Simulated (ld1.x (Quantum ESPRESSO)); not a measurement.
# Cu: one change to a TM semilocal potential, before and after

```json
{
  "Element": "Cu",
  "Generator": "ld1.x (Quantum ESPRESSO) 7.5",
  "Type": "norm-conserving Troullier–Martins (semilocal form)",
  "Functional": "LDA (PZ)",
  "Relativity": "scalar-relativistic",
  "Frozen core": "[Ar]",
  "Valence charge": "11",
  "Reference configuration": "3d8 4s0 4p0 (charge +3)",
  "Partial waves": "4p (bound, empty): rc 1.50 bohr; 3d (bound): rc 1.05 bohr; 4s (bound, empty): rc 1.45 bohr",
  "Local potential": "the s channel",
  "Core correction": "none"
}
```

Change: reference 3d10 4s1 4p0.

Cutoffs: the cutoffs (Ry, on a coarse ladder) from which the occupation-weighted sum of valence levels, in a spherical-Bessel basis at the reference potential, stays within 10 and 1 mRy of its value at 400 Ry; they do not see the model core or the augmentation charge, which bear on the density cutoff. Errors are all-electron minus pseudo energies relative to the spin-unpolarised reference configuration.

**Question.** What does the change do?

**Answer.** The range in which the s phases agree widens (upper end -1.4 → 0.6); the range in which the p phases agree widens (upper end -1.1 → 0.7); neither file shows a bound ghost at the reference potential, the only one tested. A semilocal file is local in each channel, so a ghost entry of none says nothing of the separable form that plane-wave codes build from it.

| quantity | base | changed |
| --- | --- | --- |
| cutoff, loose | 200 Ry | 200 Ry |
| cutoff, tight | over 300 Ry | over 300 Ry |
| bound ghosts | none | none |
| largest error over its own tests, meV | -302 | -226 |
| s: phases at 1.65 bohr within 0.05 rad from the reference energy up to (Ry; the scan ends near 5) | -1.4 | 0.6 |
| p: phases at 1.65 bohr within 0.05 rad from the reference energy up to (Ry; the scan ends near 5) | -1.1 | 0.7 |
| d: phases at 1.65 bohr within 0.05 rad from the reference energy up to (Ry; the scan ends near 5) | 0.7 | 3.8 |

Changed file: These tests converged, but a pseudo level misses the all-electron one widely, so the file describes the atom poorly there or has found another state: 3d8 4s0 4p0: empty 4p by 3.6 eV (a node warning on the way).
